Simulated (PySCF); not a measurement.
C₄H₁₂AlN.
Numbering: `[CH3:1]/[CH:2]=[CH:3]\[CH2:4][AlH2-:5][NH3+:6]` (hydrogens: H7, H8, H9 on C1; H10 on C2; H11 on C3; H12, H13 on C4; H14, H15 on Al5; H16, H17, H18 on N6)

Structure used (PBE0-D3(BJ)/def2-SVP), in Å, numbered top down from 1:
```
atom  x, y, z in Å
C1    -1.7333   -0.3370   -1.2869
C2    -1.4980    0.7427   -0.2748
C3    -0.8757    0.5971    0.9166
C4    -0.1703   -0.5859    1.4483
Al5    1.8033   -0.4147    1.0480
N6     1.6310    0.3422   -0.8490
H7    -1.3125   -1.3036   -0.9734
H8    -2.8123   -0.4905   -1.4588
H9    -1.3061   -0.0868   -2.2750
H10   -1.9340    1.7221   -0.5038
H11   -0.8250    1.4965    1.5450
H12   -0.2708   -0.6437    2.5446
H13   -0.5392   -1.5350    1.0262
H14    2.6086   -1.7840    0.8145
H15    2.5449    0.8058    1.7845
H16    0.7083    0.8090   -0.8543
H17    1.6293   -0.3643   -1.5847
H18    2.3423    1.0349   -1.0810
```

Computed at PBE0/pcSseg-1 (PySCF, non-relativistic), with Q(27Al) = 0.1466 b, Q(14N) = 0.02044 b: Al5, 27Al (I = 5/2): χzz = 26.31 MHz, η = 0.206; N6, 14N (I = 1): χzz = -3.025 MHz, η = 0.185.

(1) Where would the pure quadrupole (NQR) lines of 27Al at Al5 fall for the rigid, isolated species?

(2) Where would the pure quadrupole (NQR) lines of 14N at N6 fall for the rigid, isolated species?

Answers

(1) From the eigenvalues of H = χ/[4I(2I − 1)] × [3Iz² − I(I + 1) + η(Ix² − Iy²)], steps between neighbouring levels, labelled as for η = 0: ±1/2↔±3/2 4.126 MHz, ±3/2↔±5/2 7.827 MHz (aluminium bonded to C, N and 2 H).

(2) From ν± = (3/4)|χ|(1 ± η/3) and ν0 = |χ|η/2: ν+ 2.408 MHz, ν− 2.129 MHz, ν0 0.279 MHz (nitrogen bonded to Al and 3 H).

In a crystal, neighbours and librations shift these lines. The small basis limits the accuracy of the gradients.

One conformer stands for the species.
